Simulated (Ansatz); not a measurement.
`B[N]1[CH2][AlH]1`. Charge 0, multiplicity 1.

```xyz
9

B    -1.287   -0.509   -0.785
N    -0.175   -0.281    0.017
C     0.721    0.954    0.031
Al    1.095   -0.479    1.225
H    -1.642    0.317   -1.584
H    -1.884   -1.545   -0.664
H     1.269    1.109   -0.898
H     0.209    1.865    0.339
H     1.695   -1.431    2.319
```

(1) What are the harmonic wavenumbers in cm⁻¹ at PBE0-D4/def2-TZVP (Ansatz, finite differences of forces, unscaled)? (Estimate.)

(2) Is this a minimum?

(3) Give the ideal-gas thermochemistry at 298.15 K and 1 bar (rigid rotor, harmonic oscillator; point group Cs, symmetry number 1).

(4) Rotational constants (cm⁻¹)?

Results:

(1) Ansatz gave: 100, 275, 406, 462, 491, 620, 652, 668, 844, 970, 1007, 1079, 1096, 1205, 1444, 1449, 1989, 2531, 2606, 3080, 3148.

(2) Yes, all 21 modes are real.

(3) Zero-point energy 156.2 kJ/mol; H(298) − E = 173.0 kJ/mol; entropy 302.8 J/(mol·K), of which translation 161.6, rotation 103.1, vibration 38.1; G(298) − E = 82.7 kJ/mol.

(4) 0.4663, 0.1639, 0.1242.
